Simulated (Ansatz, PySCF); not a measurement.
C3H10OSi2, SMILES [Si@H]1([C@@H](OC1)[SiH3])C.

Geometry optimised at PBE0-D3(BJ)/def2-SVP. The structure was generated by enumeration; whether it is a known compound was not checked.

Vertical ionisation energy (IE) and electron affinity (EA) in eV. Rows of orbital energies are one-electron estimates. Where ΔSCF, EOM or ADC give a negative EA the extra electron is unbound and the value depends on the basis.

```json
[
 {"level": "−ε(HOMO), −ε(LUMO), M06-2X/def2-TZVP (PySCF)", "IE": "8.37", "EA": "-0.93"},
 {"level": "−ε(HOMO), −ε(LUMO), PBE/def2-TZVP (PySCF)", "IE": "5.53", "EA": "0.60"},
 {"level": "ΔSCF, CAM-B3LYP/def2-SVPD (Ansatz), final states of multiplicity 2 and 2", "IE": "9.06", "EA": "-1.52"},
 {"level": "ΔSCF, PBE/def2-SVPD (Ansatz), final states of multiplicity 2 and 2", "IE": "8.63", "EA": "-1.17"}
]
```

Task: What vertical singlet–triplet gap does ΔSCF give with CAM-B3LYP/def2-SVPD (Ansatz, a program for electronic structure) and with PBE/def2-SVPD (Ansatz)? (The exact figures need the calculation; the answer reports its results.)

Result: 5.97 and 5.24 eV (triplet above singlet where positive).
